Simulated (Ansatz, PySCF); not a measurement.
Ge(H)2(vinyl)(NH2) (C₂H₇GeN), SMILES C=[CH][GeH2][NH2].

Geometry: PBE0-D3(BJ)/def2-SVP. One conformer was computed; it need not be the lowest.

Vertical ionisation energy (IE) and electron affinity (EA) in eV. Rows of orbital energies are one-electron estimates. Where ΔSCF, EOM or ADC give a negative EA the extra electron is unbound and the value depends on the basis.

| level | IE | EA |
|---|---|---|
| −ε(HOMO), −ε(LUMO), r2SCAN/def2-TZVP (PySCF) | (withheld) | (withheld) |
| −ε(HOMO), −ε(LUMO), PBE/def2-TZVP (PySCF) | 5.74 | 1.40 |
| ΔSCF, PBE0/def2-SVPD (Ansatz), final states of multiplicity 2 and 2 | 9.22 | -1.19 |
| ΔSCF, PBE/def2-SVPD (Ansatz), final states of multiplicity 2 and 2 | 8.97 | -1.01 |

Problem. Some entries are withheld; supply them. (Estimate from the structure and the level; the computed values follow.)

Solution. 
- −ε(HOMO), −ε(LUMO), r2SCAN/def2-TZVP (PySCF), IE: 6.04
- −ε(HOMO), −ε(LUMO), r2SCAN/def2-TZVP (PySCF), EA: 1.19

Problem. What vertical singlet–triplet gap does ΔSCF give with PBE0/def2-SVPD (Ansatz, a program for electronic structure) and with PBE/def2-SVPD (Ansatz)? (Estimate from the structure and the level; the computed values follow.)

Solution. 4.16 and 4.25 eV (triplet above singlet where positive).
